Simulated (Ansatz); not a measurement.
Reactions of GeH6OSn, SMILES `[OH][GeH2][SnH3]`.

Calculated with Ansatz (gas phase, PBE0-D4/def2-TZVP geometries, no zero-point term in ΔE). CBS: MP2 limit from def2 TZ/QZ plus the TZ coupled-cluster correction, frozen cores. This one scheme is used for every species, atoms too. DFT in def2-TZVPP. Open shells (•) are unrestricted, without spin–orbit coupling. Spin–orbit coupling would lower the free atoms: a little for O; clearly for Ge; strongly for Sn. Elements past krypton have def2 core potentials. Bonds to Br, Ge, Sn, Te are less sure, by a few kJ/mol each and by 10 to 20 or more in all where they break to atoms, as the def2 sets lack core-valence functions. Scalar relativity is left out up to krypton. Each species was taken in one conformer, which may not be the lowest.

```tsv
reaction	PBE0-D4 (kJ/mol)	CCSD(T)/CBS(def2) (kJ/mol)
`[OH][GeH2][SnH3]` + H–F → `[F][SnH3]` + `[OH][GeH3]`	-3	-8
`[OH][GeH2][SnH3]` → Ge• + 6 H• + O• + Sn•	2360	2436
`[OH][GeH2][SnH3]` + `C[SiH2]F` → `C[SiH](F)[SnH3]` + `[OH][GeH3]`	22	26
`[OH][GeH2][SnH3]` + CH₃NH₂ → `C[NH][SnH3]` + `[OH][GeH3]`	64	53
`[OH][GeH2][SnH3]` + HBr → `[Br][SnH3]` + `[OH][GeH3]`	-59	-64
`[OH][GeH2][SnH3]` + `C#C[SiH2]N` → `C#[C][GeH2][OH]` + `N[SiH2][SnH3]`	45	44
`[OH][GeH2][SnH3]` + `N[SiH2]O[SiH](N)Cl` → `[GeH3][SnH3]` + `N[Si@H](Cl)O[Si@@H](N)O`	-104	-107
`[OH][GeH2][SnH3]` + H₂Te → `[OH][GeH2][TeH]` + `[SnH4]`	-32	-29
`[OH][GeH2][SnH3]` + `O[SiH](O)[O][GeH3]` → `[OH][GeH2][O][SiH](O)O` + `[GeH3][SnH3]`	-38	-39
`[OH][GeH2][SnH3]` → `[OH][GeH2]`• + `[SnH3]`•	264	287
```

Largest T1 diagnostic: 0.015, for `[SnH3]`•.
